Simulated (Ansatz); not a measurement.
Saddle point of Si2H6ClO2F3, singlet (Si₂H₃ClOF₂ ([F][Si]([F])([Cl])[O][SiH3]) + H₂O + HF → SiHClOF₂ ([OH][Si]([F])([F])[Cl]) + SiH₄O ([OH][SiH3]) + HF (still joined by a long Si–O bond); bonds formed: Si1–O8, O2–H9, H7–F10; bonds broken: H7–O8, H9–F10; bonds weakened to dative contacts: Si1–O2), PBE0-D4/def2-TZVP structure:

```xyz
14
angstrom
Si -0.2526 0.5814 1.1177
O -0.0178 -0.1345 -0.5122
Si -1.1060 -0.1862 -1.7956
F -0.0526 2.0558 0.5549
F -0.2315 0.9986 2.6934
Cl -2.1830 -0.1493 1.2023
H 1.8584 -0.6574 0.6716
O 1.2270 -0.3182 1.4886
H 1.1009 -0.5462 -0.7158
F 2.1555 -0.9136 -0.5454
H -1.9489 -1.3975 -1.7065
H -0.2448 -0.2561 -3.0001
H -1.9217 1.0455 -1.7980
H 1.6170 -0.1222 2.3454
```

Energies are electronic, without zero-point energy. Barriers and step energies count from the start structure reached by relaxing down the imaginary mode; all methods use the PBE0-D4 structures, on which another method's saddle can fall below an end. Computed with Ansatz 0.2.0 (basis: def2-TZVPP, with def2-QZVPP for the basis limit); correlated methods freeze the cores. B3LYP uses VWN-RPA correlation. Extrapolation: Hartree–Fock as exp(−7.88 √X), correlation as X^−2.97.

| method | barrier (kJ/mol) | step energy (kJ/mol) |
| --- | --- | --- |
| SPW92 | -34.3 | -33.5 |
| PBE-D4 | 35.3 | 9.5 |
| BLYP-D4 | 59.8 | 24.7 |
| r2SCAN-D4 | 39.6 | 11.6 |
| B97M-V | 66.8 | 21.4 |
| PBE0-D4 | 44.4 | 11.8 |
| B3LYP-D4 | ? | 23.5 |
| r2SCAN0-D4 | 46.1 | 12.6 |
| BHLYP-D4 | 73.0 | 25.6 |
| CAM-B3LYP-D4 | ? | 15.4 |
| wB97X-V | 55.7 | 16.6 |
| wB97M-V | 54.6 | 13.7 |
| B2PLYP | 63.4 | 22.3 |
| PBE-QIDH | ? | 12.6 |
| RPA on PBE | 65.6 | 24.3 |
| HF | 131.7 | 55.8 |
| MP2 | 57.0 | 18.7 |
| CCSD | 74.3 | 26.2 |
| CCSD(T) | 63.5 | 20.9 |

(1) Fill in the withheld barriers. (Judge from chemistry; the value comes from the calculation.)

The T1 diagnostic stays at or below 0.012.

Results:

(1) Computed: B3LYP-D4 62.4; CAM-B3LYP-D4 51.3; PBE-QIDH 49.6 kJ/mol. Each is the energy of the saddle less that of the start structure, by the same method.

For comparison, the barrier by CCSD(T) at an estimated basis limit (MP2 extrapolated from triple and quadruple zeta, plus CCSD(T) − MP2 in triple zeta) is 63.0 kJ/mol.

Labels in which every atom is bracketed show which atoms are joined, not bond orders.

For scale, one of the runs: CCSD(T)/def2-TZVPP, 365 basis functions, launched by `ansatz run in.yaml --threads 4 --pin off --events-out ev --progress --plain --max-ram 66560MiB --backend cuda --devices 0, --max-vram 37GiB`. Time: 25 s of wall clock on 4 CPU threads of an AMD EPYC 7R13 and a share of one NVIDIA H100; the host was shared. Peak host memory: 0.87 GiB.
